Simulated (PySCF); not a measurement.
Orbital picture of SeN⁺

r²SCAN at R = 1.580 Å; Se cc-pVDZ-PP with ECP10, N cc-pVDZ; scalar-relativistic core potentials (PySCF 2.14). State: ¹Σ⁺ (singlet), closed shell. Only the outer orbitals are listed, counted within each symmetry, core potentials removing the inner ones.

| orbital | occ. | ε (eV) | on Se (%) | main shells (%) |
| --- | --- | --- | --- | --- |
| 5σ | 2 | -32.89 | 45 | 46 N s, 37 Se s, 8 N p |
| 6σ | 2 | -24.20 | 69 | 55 Se s, 31 N s, 12 Se p |
| 3π | 2 | -17.75 | 54 | 52 Se p, 46 N p |
| 3π | 2 | -17.75 | 54 | 52 Se p, 46 N p |
| 7σ | 2 | -17.32 | 31 | 52 N p, 28 Se p, 17 N s |
| 4π | 0 | -12.45 | 51 | 49 N p, 48 Se p |
| 4π | 0 | -12.45 | 51 | 49 N p, 48 Se p |
| 8σ | 0 | -6.64 | 88 | 64 Se p, 18 N p, 17 Se d |

Which are the highest filled and the lowest empty level, where do they sit, and how wide is the gap?

Highest filled 7σ at -17.32 eV (in %: 52 N p, 28 Se p, 17 N s); lowest empty 4π at -12.45 eV (in %: 49 N p, 48 Se p); the gap at r²SCAN is 4.87 eV.

| Item | Value |
| --- | --- |
| bond order (Mayer) | 2.93 |
| ⟨S²⟩ | 0.000 |
| charge on Se (Mulliken, basis-dependent) | 0.96 |
| charge on Se (Löwdin, basis-dependent) | 1.09 |
| dipole moment (positive dipole points towards N; it is taken about the centre of mass and depends on that origin) | -1.50 D |
